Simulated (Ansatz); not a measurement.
`Cl[SiH]1CO1` and `[AlH2][NH][Si]1(Cl)CO1` differ in one atom or group.

Ansatz, PBE0-D4/def2-TZVP geometries, multiplicity 1. Each molecule was computed in one conformer, which needn't be the lowest.

```tsv
property	`Cl[SiH]1CO1`
LUMO energy (ωB97M-V/def2-TZVPP) / eV	1.46
HOMO energy (B3LYP/def2-TZVPP) / eV	-7.67
size of the dipole moment (ωB97M-V/def2-TZVPP) / D	1.77
LUMO energy (PBE/def2-TZVPP) / eV	-1.18
HOMO–LUMO gap (B3LYP/def2-TZVPP) / eV	7.11
LUMO energy (PBE0/def2-TZVPP) / eV	-0.33
```

Q: Give the same properties after the change, and the shifts. (Best estimate.)

A: Ansatz gave: 
```
                                          property  `[AlH2][NH][Si]1(Cl)CO1`  shift
             LUMO energy (ωB97M-V/def2-TZVPP) / eV                      0.30  -1.16
               HOMO energy (B3LYP/def2-TZVPP) / eV                     -7.24   0.43
size of the dipole moment (ωB97M-V/def2-TZVPP) / D                      2.34   0.57
                 LUMO energy (PBE/def2-TZVPP) / eV                     -2.04  -0.86
             HOMO–LUMO gap (B3LYP/def2-TZVPP) / eV                      5.73  -1.38
                LUMO energy (PBE0/def2-TZVPP) / eV                     -1.29  -0.96
```

With PBE0 the HOMO rises by 0.43 eV and the LUMO falls by 0.96 eV, so the gap narrows by about 1.39 eV. PBE moves the HOMO by 0.44 eV and ωB97M-V by 0.41 eV. Dipoles are sizes alone; their direction can turn.

B3LYP here is the variant with VWN-RPA as its local correlation; programs differ in this.
